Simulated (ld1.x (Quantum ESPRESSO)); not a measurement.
## Before and after: RRKJ potential for rhodium (Rh)

```
Element                 : Rh
Generator               : ld1.x (Quantum ESPRESSO) 7.5
Type                    : norm-conserving RRKJ (Kleinman–Bylander form)
Functional              : PBEsol
Relativity              : scalar-relativistic
Frozen core             : [Kr]
Valence charge          : 9
Reference configuration : 4d8 5s0 5p1
Partial waves           : 5p (bound): rc 3.40 bohr; 4d (bound): rc 1.60 bohr; 4f channel at -0.15 Ry: rc 3.40 bohr; 5s (bound, empty): rc 1.90 bohr
Local potential         : the s channel
Core correction         : a·sin(br)/r model core inside 1.55 bohr
```

Change: all radii but the core radius scaled by about 1.15 (s 2.18, p 3.92, d 1.84, f 3.92 bohr).

Cutoffs: the cutoffs (Ry, on a coarse ladder) from which the occupation-weighted sum of valence levels, in a spherical-Bessel basis at the reference potential, stays within 10 and 1 mRy of its value at 400 Ry; they do not see the model core or the augmentation charge, which bear on the density cutoff. Errors are all-electron minus pseudo energies relative to the spin-unpolarised reference configuration.

What does the change do?

The potential gets softer (50 Ry and 60 Ry → 45 Ry and 50 Ry); of the 7 tests that both files solve, the error grows in 3 and shrinks in 2 by more than 15 % and 0.3 meV (median size 78.8 → 79.7 meV); neither file shows a bound ghost. A larger radius leaves more room for a smooth pseudo-wave, so fewer plane waves are needed.

| quantity | base | changed |
| --- | --- | --- |
| cutoff, loose | 50 Ry | 45 Ry |
| cutoff, tight | 60 Ry | 50 Ry |
| loose cutoff by channel (10 mRy a level) | p 6 Ry, d 45 Ry | p 6 Ry, d 40 Ry |
| bound ghosts | none | none |
| error for 4d8 5s1 5p0, meV [ΔE -3.66 eV] | -0.7 | -1.8 |
| error for 4d8 5s0 5p0, meV [ΔE 3.80 eV] | -5.3 | -4.5 |
| error for 4d7 5s0 5p0, meV [ΔE 23.31 eV] | -90 | -111 |
| error for 4d8 5s0.5 5p0, meV [ΔE -0.74 eV] | -1.7 | -0.7 |
| error for 4d6 5s0 5p0, meV [ΔE 55.80 eV] | -572 | -623 |
| error for 4d7 5s1 5p1, meV [ΔE 2.98 eV] | -104 | -128 |
| error for 4d9 5s0 5p0, meV [ΔE -4.58 eV] | -79 | -80 |
